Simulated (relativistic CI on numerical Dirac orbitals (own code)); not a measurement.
Hyperfine structure of Lu65+, mass number 173

Computed by Dirac-Coulomb-Breit CI, separate exchange-only KLI orbitals for each configuration, model QED (radiative potential, 1s self-energy scaled to tabulated hydrogen-like ionisation energies), unscaled Slater integrals (own radial code, finite nucleus).

Configurations in the expansion (outside the closed core 1s2): 2s2 2p2, 2s 2p3, 2p4, 2p3 3s, 2p3 3p, 2p3 3d, 2s2 2p 3s, 2s2 2p 3p, 2s2 2p 3d, 2s 2p2 3s, 2s 2p2 3p, 2s 2p2 3d, 2s2 2p 4s, 2s2 2p 4p, 2s2 2p 4d, 2s2 2p 4f. Levels of other configurations are missing.

Nuclear spin I = 7/2, μ = 2.273 μN, Q = 3.53 b (tables of Stone and Pyykkö). The electronic factors are computed for point nuclear moments, without core polarisation or the Bohr-Weisskopf and QED corrections.

| Level | E (eV) | A (GHz) | B (GHz) |
| --- | --- | --- | --- |
| 2s2 2p2 3P_1 | 1165.72 | -419.7 | 2580 |
| 2s2 2p2 1D_2 | 1184.02 | 1388 | 4850 |
| 2s2 2p2 3P_2 | 2371.61 | 490.7 | 296 |
| 2s 2p3 5S°_2 | 2586.73 | 2529 | 853 |
| 2s 2p3 3D°_3 | 2630.78 | 3134 | -12.2 |
| 2s 2p3 3S°_1 | 2711.46 | -2980 | -1600 |
| 2s 2p3 1D°_2 | 2721.20 | -230.5 | -560 |
| 2s 2p3 3P°_1 | 2725.09 | 7897 | 893 |

Levels with J = 0, under 50 % of one LS term, or S terms without an open s electron are left out. Small factors come from cancelling terms and can be off by tens of per cent or more.

At this charge energies of transitions that change n are usually good to better than 1 %, and those within a shell (Δn = 0) to a few per cent.

Q: Give the hyperfine levels of 2s2 2p2 1D_2 relative to its centre of gravity.

A: With K = F(F + 1) − I(I + 1) − J(J + 1), E = AK/2 + B[¾K(K + 1) − I(I + 1)J(J + 1)]/[2I(2I − 1)J(2J − 1)]: F = 3/2: -9898, F = 5/2: -8591, F = 7/2: -5550, F = 9/2: 437.6, F = 11/2: 10930 GHz.

LS names give the leading component of a level, which can be under half, so a name can repeat, a term be missing and a line seem to break the LS rules.
